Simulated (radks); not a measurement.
The numbers below are computed, except where a source is named.
Ionisation of neutral iridium, [Xe] 4f14 5d7 6s2, to Ir+, [Xe] 4f14 5d7 6s1, under several functionals. Scalar-relativistic Kohn-Sham, spin-unpolarised, spherical densities, point nucleus; a radial shooting solver on a logarithmic mesh with Libxc functionals.

functional                                        E(Ir) (hartree)  Exc (hartree)  IE (eV)  -e(HOMO) (eV)  <r> HOMO (bohr)  IE error (eV)
B86b exchange with PBE correlation                    -17828.8564      -347.3435    9.906          6.353            2.896         +0.939
BP86                                                  -17829.6716      -348.1542   10.064          6.502            2.886         +1.097
exchange-only B88                                     -17824.3770      -342.7990    9.127          5.588            2.944         +0.160
revPBE                                                -17827.9222      -346.4141    9.785          6.254            2.900         +0.818
RPBE                                                  -17828.0687      -346.5613    9.770          6.244            2.908         +0.803
LDA (Slater exchange, Perdew-Zunger correlation)      -17817.5034      -336.0159   10.185          6.592            2.882         +1.218
LDA (Slater exchange, VWN5 correlation)               -17817.5285      -336.0415   10.177          6.584            2.882         +1.210

NIST Atomic Spectra Database: 8.967 eV (measured). Closest: exchange-only B88. The Delta-SCF values span 1.06 eV, the total energies 12.17 hartree. The highest occupied level is 6s. Spin polarisation and multiplet splitting are left out, so open shells lie too high by an amount that depends on their filling. Spin-orbit splitting is averaged out at the scalar-relativistic level.

Beside tabulated values, note that spin-unpolarised runs miss the spin-polarisation part of the exchange energy of open shells.
